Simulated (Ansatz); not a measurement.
CH6GeSi+: where a starting geometry ends

The starting geometry of this gas-phase doublet was optimised with GFN2-xTB; its bonds are those of `C[SiH+][GeH2]`.

| atom | x (Å) | y (Å) | z (Å) |
| --- | --- | --- | --- |
| C | -2.5911 | -1.2186 | 0.7346 |
| Ge | -1.1940 | -0.2990 | -2.6783 |
| Si | -2.3049 | -1.6594 | -1.0770 |
| H | -2.4103 | -2.0790 | 1.3819 |
| H | -3.6232 | -0.9037 | 0.8997 |
| H | -1.9398 | -0.4094 | 1.0701 |
| H | -3.1048 | -2.7865 | -1.5674 |
| H | -0.4637 | -1.1521 | -3.7194 |
| H | -0.1063 | 0.5636 | -2.0278 |

Question: Predict what it relaxes into with B3LYP-D3(BJ)/def2-SVP.

Answer: It keeps its bonds, and is `C[SiH+][GeH2]`.

The energy falls by 0.34 eV over 11 steps:

| step | E − E(last) (eV) |
| --- | --- |
| 1 | 0.345 |
| 2 | 0.126 |
| 3 | 0.047 |
| 4 | 0.012 |
| 5 | 0.002 |
| 7 | 0.000 |
| 8 | 0.000 |
| 9 | 0.000 |
| 10 | 0.000 |
| 11 | 0.000 |

Final geometry (Å):

```xyz
9

C    -2.6017   -1.1817    0.7213
Ge   -0.8942   -0.5708   -2.4528
Si   -2.3330   -1.6652   -1.0411
H    -2.3588   -2.0398    1.3734
H    -3.6704   -0.9468    0.8737
H    -1.9921   -0.3155    1.0156
H    -3.0654   -2.8155   -1.6172
H    -0.7326   -1.0390   -3.8976
H    -0.0897    0.6304   -1.9587
```

Frequencies at the end are all real (lowest 90 cm⁻¹). Open shells are spin-unrestricted. Run with Ansatz 0.2.0, 22 s on 2 threads of Intel(R) Xeon(R) 6975P-C (Granite Rapids) (shared host).
